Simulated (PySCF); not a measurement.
# Computed properties of AlCl2H2N, SMILES [NH2][Al]([Cl])[Cl]

Al(Cl)2(NH2) (AlCl2H2N), SMILES [NH2][Al]([Cl])[Cl]. Geometry: r2SCAN-D4/def2-SVP. One conformer was computed; it need not be the lowest. All values are computed for the isolated molecule unless a solvent is named; none is compared with measurement here.

**Structure.** The optimised structure has C2v symmetry. All 12 harmonic modes at r2SCAN-D4/def2-SVP (PySCF) are real, so it is a minimum. With heavy atoms numbered as in [Al:1]([Cl:2])([Cl:3])[NH2:4], the shortest bond between them is Al1–N4 at 1.754 Å and the longest Al1–Cl3 at 2.094 Å.

**Vibrations.** The strongest infrared lines (harmonic, unscaled, degenerate partners summed) lie at 694 cm⁻¹ (235 km/mol, H 47 %, Al 33 %, N 14 %), 410 cm⁻¹ (173 km/mol, H 82 %, N 18 %), 877 cm⁻¹ (114 km/mol, N 46 %, Al 44 %, H 9 %). The softest mode is at 153 cm⁻¹ and the zero-point energy is 18.2 kcal/mol.

**Electronic structure.** PBE0/def2-TZVPD (PySCF) places the frontier levels at -8.07 and -1.03 eV, a gap of 7.04 eV, and gives a dipole moment of 2.32 D and a mean polarisability of 60.0 bohr³.

**Excitations.** TDDFT-B3LYP/def2-SVPD (PySCF) has S1 at 5.58 eV (222 nm, f = 0.024, weak); the most intense of the 10 singlets computed lies at 7.21 eV (f = 0.13). T1 (TDA) is at 5.24 eV. No vertical singlet excitation falls in the visible range (under 3.1 eV).

**NMR.** GIAO shifts at KT2/pcSseg-1 (PySCF) (non-relativistic, atoms alike by connectivity averaged): ¹H at 1.4 ppm against TMS. Without spin–orbit terms, shifts of atoms bonded to Cl or Br come out too high.
